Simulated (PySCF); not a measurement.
C₃H₁₀PSi₂ (doublet state).
Z-matrix (Å and degrees, GFN2-xTB geometry), rows numbered from 1:
```
C 
C   1  1.3235
C   2  1.4821  1  124.21
Si  3  1.9453  2  109.75  1   -96.24
Si  4  2.3316  3  111.44  2   167.79
P   4  2.2539  3  102.34  2    45.13
H   1  1.0784  2  121.48  3    -3.26
H   1  1.0764  2  122.13  3   177.69
H   2  1.0832  1  120.11  3  -177.03
H   3  1.0916  2  110.20  1    22.19
H   3  1.0892  2  110.90  1   142.07
H   5  1.4647  4  109.00  3    45.99
H   5  1.4675  4  118.86  3   -75.68
H   5  1.4655  4  108.83  3   162.94
H   6  1.3838  4   96.27  3   -87.58
H   6  1.3849  4   94.08  3   179.64
```

The hyperfine couplings belong to this conformer and change with its torsions.

As a line formula: `C=CC[Si]([SiH3])P` [radical].

Method: UKS B3LYP, pcH-1 on C H P Si, non-relativistic, mean-field spin-orbit, GIAO (PySCF). Isolated species at its GFN2-xTB geometry (one conformer only). A GFN2-xTB geometry isn't a minimum of the functional, and hyperfine couplings can be far from their values at a DFT geometry, by a factor of two or more for some ions and for spin on atoms past the first row.

Q: How many α and β electrons are there, and what is ⟨S²⟩ of the pure spin state?

A: Nα = 36, Nβ = 35 (71 in all), and S(S+1) = 0.75 for S = 1/2.

Mulliken spin populations, one withheld:

```json
{"atom": "C1", "bound to": "C2, H7, H8", "population": "-0.0001"}
{"atom": "C2", "bound to": "C1, C3, H9", "population": "-0.0007"}
{"atom": "C3", "bound to": "C2, Si4, H10, H11", "population": "-0.0002"}
{"atom": "Si4", "bound to": "C3, Si5, P6", "population": "+0.8412"}
{"atom": "Si5", "bound to": "Si4, H12, H13, H14", "population": "+0.0194"}
{"atom": "P6", "bound to": "Si4, H15, H16", "population": "?"}
{"atom": "H7", "bound to": "C1", "population": "+0.0002"}
{"atom": "H8", "bound to": "C1", "population": "0.0000"}
{"atom": "H9", "bound to": "C2", "population": "-0.0002"}
{"atom": "H10", "bound to": "C3", "population": "+0.0160"}
{"atom": "H11", "bound to": "C3", "population": "-0.0002"}
{"atom": "H12", "bound to": "Si5", "population": "-0.0024"}
{"atom": "H13", "bound to": "Si5", "population": "+0.0347"}
{"atom": "H14", "bound to": "Si5", "population": "-0.0019"}
{"atom": "H15", "bound to": "P6", "population": "+0.0131"}
{"atom": "H16", "bound to": "P6", "population": "-0.0009"}
```

Q: Complete the table.

A: 1 − (0.9180) gives +0.082, since all populations sum to 2S.

Q: Sum the populations by element and by sign.

A: Silicon +0.86, phosphorus +0.08, hydrogen +0.06, carbon 0.00. The positive populations sum to 1.01, the negative ones to -0.01.

Q: With ⟨S²⟩ = 0.7525, find the sum of squared α–β overlaps and estimate the admixture of higher spin.

A: Σ|⟨iα|jβ⟩|² over occupied orbitals = Nβ − [⟨S²⟩ − S(S+1)] = 35 − 0.0025 = 34.9975. If the quartet state (S + 1) were the only admixture, its weight would be 0.0025/(2S + 2) = 0.08 %. For Kohn–Sham this describes the determinant of the orbitals, not the true wave function.

Q: What Fermi-contact NMR shifts do the couplings of C1, C2, C3, Si5, P6, H7, H9 imply at 250 K (Curie law, g = gₑ)?

A: δ = a_FC·h·gₑ μB S(S+1)/(3 g_N μN kT), with k/h = 20836.6 MHz/K:

```tsv
nuclei	isotope	a_FC (MHz)	g_N	contact shift (ppm)
C1	13C	0.55	1.4048	+69
C2	13C	0.52	1.4048	+65
C3	13C	12.61	1.4048	+1584
Si5	29Si	-47.11	-1.1106	+7485
P6	31P	13.43	2.2632	+1047
H7	1H	0.48	5.5857	+15
H9	1H	-0.31	5.5857	-10
```

All at the stated temperature.

The run took 88 s (grids of density and orbitals included) on one thread, Arm Neoverse V1 (aarch64), shared host with 64 logical CPUs at a one-minute load of 17, and the process peaked at 0.96 GiB of memory.
